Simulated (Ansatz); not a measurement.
A search over several starts for the lowest SCF solution of ReSe₂⁻ at the given spin, in a small basis.

```yaml
crystal:
  periodic: [false, false, false]
  atoms:
    - {symbol: Re, position_ang: [-0.561836, 0.098192, -0.460775]}
    - {symbol: Se, position_ang: [-0.091292, -1.940966, 0.281092]}
    - {symbol: Se, position_ang: [0.653128, 1.842774, 0.179683]}
basis:
  gaussian: {orbitals: def2-SVP}
total_charge: -1
hamiltonian: {xc: pbe0, dispersion: d4}
output: {orbitals: {seedname: orbitals}}
```

```sh
$ ansatz run in.yaml --threads 4 --pin off --events-out ev --progress --plain --max-ram 3916MiB
```

Shortened log:

```
Functional definition: PBE0
931 factors; integrals over basis functions are off by at most 5.2e-4 eV
mean field evaluation 1: about -132798.7558 eV, gradient 1.9e1 eV
mean field evaluation 2: about -132789.2960 eV, gradient 6.5e1 eV
mean field evaluation 4: about -132799.6083 eV, gradient 9.4e-1 eV
mean field evaluation 8: about -132799.6429 eV, gradient 2.0e-1 eV
mean field evaluation 16: about -132799.6433 eV, gradient 4.5e-4 eV
mean field evaluation 32: about -132799.5482 eV, gradient 2.8e0 eV
mean field -132799.64325245 eV, -4880.2968746965 hartree, gradient 2.1e-6 eV, S^2 0.000000; 1 other end points of the search recorded, 0 dependent functions left out
reference -132799.64327575 eV, -4880.2968755525 hartree; 42, 42 occupied and 54, 54 virtual orbitals, 931 factors
Total energy: -132799.75706312 eV, -4880.3010571613 hartree
```

It took 2 s on 4 threads of Arm Neoverse V2 on a shared host.

In the def2 sets Re takes a core potential; there is no spin–orbit coupling. A triplet lies near this restricted singlet, and broken spin symmetry wasn't tried. At PBE0-D4/def2-TZVPD a triplet of charge -1 lies 0.82 eV below the restricted singlet at the same geometry. The structure comes from a short search, and lower isomers may exist.
